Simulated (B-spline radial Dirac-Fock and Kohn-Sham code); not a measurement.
## Relativistic shifts of the levels of Zr²⁸⁺

System: the Zr²⁸⁺ ion in the configuration 1s2 2s2 2p6 3s2.

Both columns are ΔSCF binding energies of the configuration average from a radial finite-basis atomic code: non-relativistic Hartree-Fock with a point nucleus, and Dirac-Fock with a finite nucleus and the Coulomb interaction alone, averaged over the two j levels with weights 2j+1.

```tsv
shell	Hartree-Fock (eV)	Dirac-Fock (eV)	shift (eV)	shift (%)
1s	19110.4	19521.8	+411.41	+2.15
2s	3827.6	3932.1	+104.51	+2.73
2p	3623.7	3656.2	+32.48	+0.90
3s	1490.5	1520.4	+29.87	+2.00
```

Relativity binds 1s, 2s, 2p, 3s more strongly, among those listed most of all 2s in relative terms.

Values without a named source are computed, but for edge energies of neutral atoms, which are taken from tables.
